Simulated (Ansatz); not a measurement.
Ansatz (a first-principles code) input:
A basis named .json is the Basis Set Exchange file of that set.

Ansatz 0.2 input:
```yaml
crystal:
  periodic: [false, false, false]
  atoms:
    - {symbol: B, position_ang: [-0.85573650, -0.00493450, -0.02237294]}
    - {symbol: N, position_ang: [0.51584742, -0.10079013, 0.00863416]}
    - {symbol: H, position_ang: [-1.47797506, 1.01043132, 0.00900960]}
    - {symbol: H, position_ang: [1.13550828, 0.69831676, 0.06203764]}
    - {symbol: H, position_ang: [1.01021735, -0.97854462, -0.01962167]}
basis:
  gaussian:
    orbitals: aug-cc-pVTZ
    fitting: {mean_field: def2-universal-jkfit, correlation: aug-cc-pVTZ-RIFIT.json}
total_charge: 1
magnetization: {spin_polarized: false}
correlation: {method: mp2, electrons: outside_noble_gas}
```

Question: Predict the final energy.

Answer: -80.89406 Eh (RI-MP2/aug-cc-pVTZ). The basis has 161 functions.

This state (charge 1, singlet) is run at the relaxed geometry of the species with charge 0 and multiplicity 2.
